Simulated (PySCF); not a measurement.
**Excitation energy of Sb(2+) by level of theory**

Sb(2+) [Kr] 4d10 5s2 5p1 (2P) → Sb(2+) [Kr] 4d10 5s1 5p1 5d1 (high-spin determinant), as a difference of total energies. Computed with PySCF 2.14 in aug-cc-pVTZ-DK3, with scalar relativity by spin-free X2C-1e. Correlated levels: valence: [Kr] 4d10 frozen. The calculations carry no spin-orbit coupling.

```csv
method,excitation energy (eV)
UHF,17.760
LDA,19.231
PBE,18.779
PBE0,18.713
r2SCAN,18.587
B3LYP,19.087
wB97X,19.620
B2PLYP,18.922
TPSSh,18.609
MP2 (valence),18.392
SCS-MP2 (valence),18.716
```

Problem. How much does correlation contribute at MP2 (valence)?

Solution. 18.392 − (17.760) = 0.632 eV, measured against UHF.

A first-order spin-orbit estimate (lowest level to lowest level, LS coupling) adds 0.081 eV.

The promoted electron is Rydberg-like, and one or two diffuse shells describe it only roughly, which tends to raise the upper state.

The determinant of the upper state mixes LS terms, which raises its energy above the lowest term, most at the Hartree-Fock and MP2 levels.
